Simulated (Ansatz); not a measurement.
System: sum formula Si2N2H7, net charge 0, doublet state. It need not be the lowest isomer of its formula. 
Coordinates optimised at B3LYP-D3(BJ)/def2-TZVP (Ansatz, a quantum-chemistry and plane-wave program):
```xyz
11

N     -2.1659     1.0068     0.4227
Si    -1.1850    -0.2385    -0.2396
N      0.3799    -0.0955     0.4920
Si     1.9556    -0.3290    -0.1924
H     -3.1705     0.9566     0.4327
H     -1.8183     1.9330     0.6225
H     -0.9117    -0.1613    -1.7105
H      0.3536    -0.0013     1.5003
H      2.8875     0.7042     0.3232
H      1.8353    -0.2127    -1.6607
H      2.5391    -1.6536     0.1380
```
Charge 0, spin multiplicity 2.

Dipole moments at this geometry, in debye (magnitudes).

| level | program | dipole (D) |
|---|---|---|
| PBE/def2-TZVPD | Ansatz | 1.71 |
| r2SCAN/def2-TZVPD | Ansatz | 1.74 |
| B97M-V/def2-TZVPD | Ansatz | 1.83 |
| B3LYP/def2-TZVPD | Ansatz | 1.63 |
| PBE0/def2-TZVPD | Ansatz | 1.68 |
| r2SCAN0/def2-TZVPD | Ansatz | 1.70 |
| HSE06/def2-TZVPD | Ansatz | 1.68 |
| wB97M-V/def2-TZVPD | Ansatz | 1.68 |
| CCSD(T)/aug-cc-pV(D+d)Z | Ansatz | 1.62 |
